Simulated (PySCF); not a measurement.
C3Si, SMILES [C]1[c+]2[si-2][c+]21 (connectivity only; charge and spin as stated), neutral, multiplicity 1. The structure is a stationary point at PBE-D3(BJ)/def2-TZVP.

All values below come from PBE-D3(BJ)/def2-TZVP (PySCF).

Harmonic wavenumbers (cm⁻¹): 142, 411, 658, 979, 1039, 1362. Rotational constants (GHz): 38.14, 6.123, 5.276; symmetry number 2.

Problem. Work out the zero-point energy and the ideal-gas rigid-rotor harmonic-oscillator thermochemistry at 298.15 K and 1 atm.

Solution. ZPE = ½ Σ hcν = ½ × 4592 cm⁻¹ = 27.47 kJ/mol. H − E(el) = 40.44 kJ/mol. Entropy in J/(mol K): translation 160.64, rotation 90.81, vibration 17.83, total 269.28. G − E(el) = -39.84 kJ/mol. Cp = 54.70 J/(mol K). Modes under 150 cm⁻¹ make the vibrational entropy uncertain.
